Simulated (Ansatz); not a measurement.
`FCNC[SiH3]` and `CNCF` differ in one atom or group.

Ansatz, PBE0-D4/def2-TZVP geometries, multiplicity 1. Each molecule was computed in one conformer, which needn't be the lowest.

| property | `FCNC[SiH3]` |
| --- | --- |
| HOMO energy (B3LYP/def2-TZVPP) / eV | -7.12 |
| size of the dipole moment (PBE/def2-TZVPP) / D | 0.82 |
| zero-point energy (PBE0-D4/def2-TZVP) / kJ/mol | 264.5 |
| HOMO–LUMO gap (B3LYP/def2-TZVPP) / eV | 7.42 |
| HOMO–LUMO gap (PBE/def2-TZVPP) / eV | 5.65 |
| size of the dipole moment (B3LYP/def2-TZVPP) / D | 0.92 |

(1) What does the change do to each property? (Best estimate.)

## Answers

(1) Computed: 
```tsv
property	`CNCF`	shift
HOMO energy (B3LYP/def2-TZVPP) / eV	-7.03	0.09
size of the dipole moment (PBE/def2-TZVPP) / D	1.40	0.58
zero-point energy (PBE0-D4/def2-TZVP) / kJ/mol	225.9	-38.6
HOMO–LUMO gap (B3LYP/def2-TZVPP) / eV	7.93	0.51
HOMO–LUMO gap (PBE/def2-TZVPP) / eV	6.23	0.58
size of the dipole moment (B3LYP/def2-TZVPP) / D	1.44	0.52
```

With PBE0 the HOMO rises by 0.09 eV and the LUMO rises by 0.72 eV, so the gap widens by about 0.63 eV. PBE moves the HOMO by 0.13 eV and ωB97M-V by 0.08 eV. The zero-point energy changes by -38.6 kJ/mol with -9 modes. Dipoles are sizes alone; their direction can turn.

B3LYP here is the variant with VWN-RPA as its local correlation; programs differ in this.
